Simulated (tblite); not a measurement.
Isomers of C6H14N2Si2. All values are computed: GFN2-xTB (tblite) harmonic vibrations without scaling, gas phase. The method is semi-empirical: single wavenumbers can be off by several per cent or more. Modes of hydrogen on silicon can be 10 to 20 % off. One conformer each.

Electronic energies: GFN2-xTB at the same geometries; isomer energies are rough at this level and their order can be wrong.

```json
{"SMILES": "N#C[C@@H]1CCN([SiH2]C[SiH3])C1", "electronic energy, lowest = 0 (kJ/mol)": "0.0"}
{"SMILES": "C#CC(=C)N([SiH3])[SiH2]N(C)C", "electronic energy, lowest = 0 (kJ/mol)": "26.8"}
{"SMILES": "C#CCN[Si@@]1(C)CC[SiH2]N1", "electronic energy, lowest = 0 (kJ/mol)": "45.2"}
{"SMILES": "C=N[C@@H]1[C@H]2C[C@]1(N([SiH3])[SiH3])C2", "electronic energy, lowest = 0 (kJ/mol)": "42.7"}
{"SMILES": "C[SiH2]N[SiH2][C@@H]1CC[C@@H]1C#N", "electronic energy, lowest = 0 (kJ/mol)": "0.8"}
{"SMILES": "CN(C)[Si@H]1C=C[Si@@H](N)C=C1", "electronic energy, lowest = 0 (kJ/mol)": "121.9"}
{"SMILES": "C[Si@@H]([SiH2]N)[C@H]1C[C@H](C#N)C1", "electronic energy, lowest = 0 (kJ/mol)": "124.5"}
```

How do GFN2-xTB zero-point energies change the relative energies?

```csv
SMILES,ZPE (kJ/mol),of it from modes above 1550 cm⁻¹,electronic (kJ/mol),"with ZPE, lowest = 0 (kJ/mol)",lowest mode (cm⁻¹),rings
N#C[C@@H]1CCN([SiH2]C[SiH3])C1,480.9,241.3,0.0,0.0,30,1
C[SiH2]N[SiH2][C@@H]1CC[C@@H]1C#N,482.8,250.0,0.8,2.7,24,1
C#CC(=C)N([SiH3])[SiH2]N(C)C,468.1,254.5,26.8,14.0,8,0
C=N[C@@H]1[C@H]2C[C@]1(N([SiH3])[SiH3])C2,471.7,233.6,42.7,33.6,28,3
C#CCN[Si@@]1(C)CC[SiH2]N1,491.6,262.7,45.2,55.9,26,1
CN(C)[Si@H]1C=C[Si@@H](N)C=C1,490.5,264.6,121.9,131.5,23,1
C[Si@@H]([SiH2]N)[C@H]1C[C@H](C#N)C1,487.0,255.9,124.5,130.6,27,1
```

The zero-point energies span 23.5 kJ/mol, from `C#CC(=C)N([SiH3])[SiH2]N(C)C` to `C#CCN[Si@@]1(C)CC[SiH2]N1`. The lowest isomer stays, but the order above it changes.

What do entropy and thermal enthalpy add at 298.15 K and 1 bar (rigid rotor, harmonic oscillator, one conformer each)?

| SMILES | point group | symmetry number | S (J/(mol K)) | H − H(0) (kJ/mol) | ZPE + H − H(0) − TS (kJ/mol) |
| --- | --- | --- | --- | --- | --- |
| N#C[C@@H]1CCN([SiH2]C[SiH3])C1 | C1 | 1 | 486.9 | 36.76 | 372.5 |
| C=N[C@@H]1[C@H]2C[C@]1(N([SiH3])[SiH3])C2 | C1 | 1 | 461.9 | 35.10 | 369.1 |
| C#CCN[Si@@]1(C)CC[SiH2]N1 | C1 | 1 | 498.8 | 39.61 | 382.5 |
| C[Si@@H]([SiH2]N)[C@H]1C[C@H](C#N)C1 | C1 | 1 | 514.5 | 40.19 | 373.8 |

Not tabulated: `C[SiH2]N[SiH2][C@@H]1CC[C@@H]1C#N` (lowest mode only 24 cm⁻¹); `C#CC(=C)N([SiH3])[SiH2]N(C)C` (lowest mode only 8 cm⁻¹); `CN(C)[Si@H]1C=C[Si@@H](N)C=C1` (lowest mode only 23 cm⁻¹).
